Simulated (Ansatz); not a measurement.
Relaxation of ClF2H4NSTi (10 atoms, charge 0, multiplicity 1), to a largest force component of 0.03 eV/Å in at most 50 steps.

Method: RKS PBE0-D4/def2-SVP in Ansatz 0.2.0.

```xyz
10
Properties=species:S:1:pos:R:3
Ti 0.001 -0.141 0.137
N -0.062 -0.191 2.120
H -0.773 0.322 2.639
H 0.228 -1.027 2.627
Cl 2.082 -0.250 -0.552
F -0.960 1.146 -0.477
F -0.725 -1.606 -0.419
S 1.530 2.808 1.521
H 2.647 2.215 1.038
H 1.197 1.682 2.250
```

Problem. Where does it end, and by what steps?

Solution. The forces met the threshold. After 17 steps the energy has fallen by 0.334 eV; H10 moved furthest, 1.32 Å.

| step | energy less start (eV) | largest force component (eV/Å) | accepted |
| --- | --- | --- | --- |
| 0 | 0.0000 | 2.288 | yes |
| 1 | -0.1552 | 0.696 | yes |
| 2 | -0.1844 | 0.307 | yes |
| 3 | -0.1987 | 0.265 | yes |
| 4 | -0.2115 | 0.386 | yes |
| 5 | -0.2292 | 0.340 | yes |
| 6 | -0.2515 | 0.276 | yes |
| 7 | -0.2782 | 0.316 | yes |
| 8 | -0.2886 | 0.217 | yes |
| 9 | -0.2967 | 0.549 | yes |
| 10 | -0.3230 | 0.466 | yes |
| 11 | -0.3141 | 0.987 | no |
| 12 | -0.3314 | 0.090 | yes |
| 13 | -0.3319 | 0.175 | yes |
| 14 | -0.3326 | 0.100 | yes |
| 15 | -0.3338 | 0.059 | yes |
| 16 | -0.3340 | 0.044 | yes |
| 17 | -0.3344 | 0.018 | yes |

```xyz
10
Properties=species:S:1:pos:R:3
Ti -0.051 -0.357 0.086
N -0.262 -0.335 1.895
H -0.118 0.549 2.390
H -0.441 -1.119 2.518
Cl 2.114 -0.238 -0.400
F -0.809 1.061 -0.573
F -0.715 -1.846 -0.494
S 1.317 2.781 1.926
H 1.839 2.194 0.825
H 2.289 2.267 2.711
```

Whether the end is a true minimum wasn't checked by a vibrational analysis.

Run time: 59 s on 4 threads of Arm Neoverse V2 (shared host), peak memory 0.23 GiB.
